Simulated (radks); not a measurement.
Spherical quantum dot in the effective-mass picture: electrons in a well V = -V0 / (1 + exp((r - R)/a)) with V0 = 3.06, R = 7.72, a = 0.89, all in effective atomic units (hartree* = m*/eps^2 hartree, bohr* = eps/m* bohr), one dielectric constant everywhere. Method: non-relativistic Kohn-Sham, PBE, spin-polarised, spherical densities; computed with a radial shooting solver with Libxc functionals. Levels are named by radial order and angular momentum (1s, 1p, 1d, 2s, ...), and open shells are averaged over m.

N = 11, configuration 1s2 1p6 1d(up 3, down 0). This is the lowest configuration that the search found. Occupied and some empty levels:

level    occupation  eigenvalue (hartree*)  <r> (bohr*)
1s up             1               -0.96452        4.649
1s down           1               -0.94291        4.552
1p up             3               -0.90798        4.908
1p down           3               -0.88328        4.852
1d up             3               -0.81456        5.150
1d down           0               -0.78739        5.119
1f up             0               -0.69156        5.369
1f down           0               -0.66271        5.353
2s up             0               -0.63440        3.741
2s down           0               -0.62639        3.749
2p up             0               -0.49816        4.362
2p down           0               -0.48639        4.360

Energy (hartree*): total -20.3261, kinetic 1.8740, external -31.289, Hartree 11.236, exchange-correlation -2.1481.
